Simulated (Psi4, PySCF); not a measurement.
C5H12OSi, singlet, geometry from GFN2-xTB, atoms displaced at random by about 0.08 Å a coordinate. Base run: TPSS/STO-3G, gradient run with PySCF.

PySCF was given this input:
```python
from pyscf import gto, scf, dft

mol = gto.Mole()
mol.atom = '''
    C    -1.047397   -2.023004    1.374177
    C    -0.958650   -0.669982    1.195794
    Si   -0.329013    0.278637   -0.287131
    C    -0.353063    2.181619   -0.208820
    O    -1.219013    0.060893   -1.716433
    C     1.580934   -0.396560   -0.717543
    C     2.421269    0.061058    0.454978
    H    -1.366446   -2.430364    2.185636
    H    -0.675513   -2.524244    0.624934
    H    -1.339710   -0.005522    2.088100
    H    -1.248907    2.492933    0.042308
    H     0.092541    2.639450   -0.776565
    H     0.333032    2.418289    0.738569
    H    -1.517363   -1.005695   -1.956081
    H     1.800501    0.054167   -1.671548
    H     1.524338   -1.304894   -0.823767
    H     2.506853    1.040672    0.689760
    H     2.053414   -0.579121    1.392509
    H     3.398992   -0.548106    0.087674
'''
mol.basis = 'sto-3g'
mol.charge = 0
mol.spin = 0
mol.verbose = 4
mol.build()

mf = dft.RKS(mol)
mf.xc = 'tpss'
mf.kernel()
g = mf.nuc_grad_method()
grad = g.kernel()
```

Programs used: Psi4, PySCF; a row that names a program was run with it.

The coordinate followed is z of atom 4.

Each row names what was changed in the base input (with any setting that the change needs).

```
change                                                  dE/dx (Eh/bohr)  net force (Eh/bohr)
------------------------------------------------------  ---------------  -------------------
base                                                          -0.309073             0.000107
conv_tol = 1e-11                                              -0.309073             0.000107
finite difference step (bohr) = 1e-3; conv_tol = 1e-11        -0.309078                    -
code = psi4                                                   -0.309033             0.000174
finite difference step (bohr) = 1e-4; conv_tol = 1e-11        -0.309078                    -
grids.level = 1; grid_response = off                          -0.308676             0.001683
conv_tol = 1e-6                                               -0.309082             0.000107
grids.level = 0; grid_response = off                          -0.301635             0.015294
grids.level = 5; grid_response = off                          -0.309074             0.000014
grids.level = 0; grid_response = on                           -0.311980             0.000000
finite difference step (bohr) = 0.01; conv_tol = 1e-11        -0.309076                    -
finite difference step (bohr) = 0.2; conv_tol = 1e-11         -0.308440                    -
```

The net force is zero for an exact gradient.
